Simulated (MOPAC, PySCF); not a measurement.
Isomers of CH4BN. Gas-phase values, no solvent. One relaxed conformer stands for each flexible species; it need not be the lowest. Strings in code marks are SMILES.

Quantity: electronic energy of isomers of CH4BN relative to `CB=N`, in kcal/mol. Semi-empirical values (MOPAC) are differences of heats of formation.

Level 1: ωB97X-D3(BJ)/def2-TZVP // PBE0-D3(BJ)/def2-TZVP (PySCF)
Level 2: B3LYP/6-311+G** // PBE0-D3(BJ)/def2-TZVP (PySCF)
Level 3: PBE/6-31G* // PBE0-D3(BJ)/def2-TZVP (PySCF)
Level 4: PM3 // PBE0-D3(BJ)/def2-TZVP (MOPAC)

```json
[
 {"species": "`BN=C`", "level 1": "23.3", "level 2": "22.3", "level 3": "13.9", "level 4": "30.1"},
 {"species": "`B=NC`", "level 1": "17.0", "level 2": "?", "level 3": "11.0", "level 4": "?"},
 {"species": "`C=BN`", "level 1": "20.7", "level 2": "?", "level 3": "22.8", "level 4": "25.0"},
 {"species": "`[H]/N=C\\B`", "level 1": "53.6", "level 2": "?", "level 3": "50.4", "level 4": "66.8"},
 {"species": "`[H]/B=C/N`", "level 1": "72.4", "level 2": "71.6", "level 3": "71.6", "level 4": "?"}
]
```

### Question
What belongs in the gaps?

### Answer

- `B=NC`, level 2: 16.9
- `B=NC`, level 4: 15.5
- `C=BN`, level 2: 19.4
- `[H]/N=C\B`, level 2: 54.7
- `[H]/B=C/N`, level 4: 79.6
